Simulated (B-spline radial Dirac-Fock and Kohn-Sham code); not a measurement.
## Isotope-shift constants of the inner levels of Te

System: the Te atom, [Kr] 4d10 5s2 5p4.

The computed values come from an atomic code on a B-spline grid: first-order field-shift and mass-shift constants from Dirac-Fock ground and hole states with a Fermi nucleus; the mass shift has no relativistic recoil terms. A binding energy shifts by δE = F·δ⟨r²⟩ + (K_N + K_S)·δ(1/M); F is taken for a change of radius at fixed skin thickness and so holds the higher radial moments.

```csv
level,F (meV/fm²)
K (1s),-98.40
L1 (2s),-11.58
L2 (2p1/2),0.4274
L3 (2p3/2),0.6746
M1 (3s),-2.281
M2 (3p1/2),0.1203
M3 (3p3/2),0.1757
M4 (3d3/2),0.1571
M5 (3d5/2),0.1538
```

The mass shift is not given and not included below: at this Z its relativistic corrections are large. It matters little for K lines but can be comparable with the field shift of L lines.

Field shifts alone in meV from A = 130 (mass 129.9062 u, rms radius 4.7423 fm); radii from Angeli and Marinova (2013).

```csv
A,mass (u),radius (fm),Kα1,Kα2,Kβ1,Lα1
118,117.9059,4.6956,+43.7,+43.6,+43.4,-0.2
120,119.9041,4.7038,?,?,?,?
122,121.9030,4.7095,+30.7,+30.6,+30.6,-0.2
123,122.9043,4.7117,+28.7,+28.6,+28.5,-0.2
124,123.9028,4.7183,+22.5,+22.4,+22.4,-0.1
125,124.9044,4.7204,+20.5,+20.5,+20.4,-0.1
126,125.9033,4.7266,+14.7,+14.7,+14.7,-0.1
132,131.9085,4.75,-7.2,-7.2,-7.2,0.0
134,133.9114,4.7569,-13.7,-13.7,-13.7,+0.1
136,135.9201,4.7815,-37.0,-36.9,-36.8,+0.2
```

Task: What are the shifts for A = 120?

Result: Kα1 +36.0 meV; Kα2 +35.9 meV; Kβ1 +35.8 meV; Lα1 -0.2 meV.
